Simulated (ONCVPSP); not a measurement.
**u(r) = r·R(r): atom against pseudo-atom (rhodium (Rh))**

Columns: radius, all-electron u(r) and pseudo u(r) of the 4s shell (level -82.49 eV) of rhodium in the configuration [Ar] 3d10 4s2 4p6 4d8 5s1; PBE, scalar-relativistic, ONCV scheme, ONCVPSP 4.0.1.

```
r (bohr)  all-electron  pseudo
   0.068        0.3110  0.0146
   0.135        0.2497  0.0416
   0.202       -0.3035  0.0912
   0.270       -0.6252  0.1706
   0.338       -0.5884  0.2802
   0.405       -0.3220  0.4129
   0.473        0.0414  0.5634
   0.540        0.3954  0.7152
   0.608        0.6986  0.8599
   0.675        0.9225  0.9815
   0.742        1.0713  1.0738
   0.810        1.1538  1.1322
   0.878        1.1799  1.1543
   0.945        1.1632  1.1430
   1.013        1.1158  1.1032
   1.080        1.0492  1.0429
   1.148        0.9698  0.9674
   1.215        0.8860  0.8853
   1.283        0.8000  0.7998
   1.350        0.7173  0.7172
   1.418        0.6377  0.6375
   1.485        0.5645  0.5644
   1.553        0.4964  0.4964
   1.620        0.4356  0.4355
   1.688        0.3801  0.3800
   1.755        0.3313  0.3312
```

(1) How many radial nodes do the two functions have?

(2) At about which radius was the pseudo-wave matched?

(3) Is the pseudo-wave norm-conserving?

## Answers

(1) The all-electron 4s function has n − l − 1 = 3 (the table is too coarse to show those close to the nucleus); the pseudo-wave has 0, since the states of the same l below it are removed with the core.

(2) 1.35 bohr. The columns agree to 0.0005 from 1.28 bohr on; several derivatives are matched, so the curves merge somewhat inside the radius.

(3) Yes: the ONCV scheme keeps the norm inside the radius equal to the all-electron one, which fixes the energy derivative of the logarithmic derivative at the level.
